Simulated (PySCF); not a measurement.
## A search over the determinants of TeBr

Unrestricted PBE0; Te x2c-TZVPPall, Br x2c-TZVPPall; spin-free X2C with a Gaussian nucleus (PySCF 2.14). Outer shells of the fragments: Te 4d10 5s2 5p4; Br 3d10 4s2 4p5.

Followed along the bond (rough minima from three points):

```
2Ms+1   unpaired  ⟨S²⟩ at the start  R at minimum (Å)  Te (eV)
    2        π ↑               0.75              2.47     0.00
    4  σ ↑, π ↑↑               3.75  none in the scan   ≤ 1.23
```

Solutions found at the starting distance of 2.435 Å, counted from the lowest of them; the search is not exhaustive and high or unbound solutions are not listed, so other states can lie among these:

```json
{"2Ms+1": "2", "unpaired": "π ↑", "term": "²Π", "E (eV)": "0.00", "⟨S²⟩": "0.75", "⟨Lz²⟩": "1.01", "μ (D)": "-0.93"}
{"2Ms+1": "4", "unpaired": "σ ↑, π ↑↑", "term": "⁴Σ⁻", "E (eV)": "1.69", "⟨S²⟩": "3.75", "⟨Lz²⟩": "0.00", "μ (D)": "-1.63"}
{"2Ms+1": "2", "unpaired": "σ ↓, π ↑↑", "term": "mixed", "E (eV)": "2.17", "⟨S²⟩": "1.76", "⟨Lz²⟩": "0.00", "μ (D)": "-1.45"}
{"2Ms+1": "2", "unpaired": "σ ↑, π ↑↓", "term": "mixed", "E (eV)": "2.20", "⟨S²⟩": "1.76", "⟨Lz²⟩": "2.02", "μ (D)": "-1.39"}
{"2Ms+1": "2", "unpaired": "σ ↑", "term": "mixed", "E (eV)": "3.03", "⟨S²⟩": "0.76", "⟨Lz²⟩": "2.01", "μ (D)": "-0.98"}
{"2Ms+1": "4", "unpaired": "σ ↑, π ↑↑", "term": "mixed", "E (eV)": "4.74", "⟨S²⟩": "3.76", "⟨Lz²⟩": "2.02", "μ (D)": "2.55"}
```

A term symbol is given only where ⟨S²⟩ and ⟨Lz²⟩ are close to those of a pure state; real π, δ and φ orbitals otherwise mix terms. A positive dipole means Te(−)Br(+).

Spin–orbit coupling is left out. Counting both spins, an empty level lies below a filled one in some of these solutions, because spin and occupation are held.
